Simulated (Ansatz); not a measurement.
C10H7FSSe, SMILES Fc1csc(/C=C/c2ccc[se]2)c1. Heavy atoms are numbered as in [F:1][c:2]1[cH:3][s:4][c:5](/[CH:6]=[CH:7]/[c:8]2[cH:9][cH:10][cH:11][se:12]2)[cH:13]1.

Calculation: Ansatz (a program for electronic structure) with PBE0-D3(BJ)/def2-SVP.

Bond lengths of the relaxed neutral molecule (Å): F1–C2 1.326, C2–C3 1.371, C2–C13 1.413, C3–S4 1.714, S4–C5 1.735, C5–C6 1.444, C5–C13 1.382, C6–C7 1.353, C7–C8 1.444, C8–C9 1.380, C8–Se12 1.873, C9–C10 1.419, C10–C11 1.370, C11–Se12 1.848.

Problem. How do the bond lengths change in the relaxed anion? (The exact figures need the calculation; the answer reports its results.)

Solution. 
```json
[
 {"bond": "F1–C2", "neutral (Å)": "1.326", "anion (Å)": "1.343"},
 {"bond": "C2–C3", "neutral (Å)": "1.371", "anion (Å)": "1.373"},
 {"bond": "C2–C13", "neutral (Å)": "1.413", "anion (Å)": "1.405"},
 {"bond": "C3–S4", "neutral (Å)": "1.714", "anion (Å)": "1.742"},
 {"bond": "S4–C5", "neutral (Å)": "1.735", "anion (Å)": "1.767"},
 {"bond": "C5–C6", "neutral (Å)": "1.444", "anion (Å)": "1.410"},
 {"bond": "C5–C13", "neutral (Å)": "1.382", "anion (Å)": "1.407"},
 {"bond": "C6–C7", "neutral (Å)": "1.353", "anion (Å)": "1.398"},
 {"bond": "C7–C8", "neutral (Å)": "1.444", "anion (Å)": "1.409"},
 {"bond": "C8–C9", "neutral (Å)": "1.380", "anion (Å)": "1.406"},
 {"bond": "C8–Se12", "neutral (Å)": "1.873", "anion (Å)": "1.905"},
 {"bond": "C9–C10", "neutral (Å)": "1.419", "anion (Å)": "1.412"},
 {"bond": "C10–C11", "neutral (Å)": "1.370", "anion (Å)": "1.376"},
 {"bond": "C11–Se12", "neutral (Å)": "1.848", "anion (Å)": "1.875"}
]
```
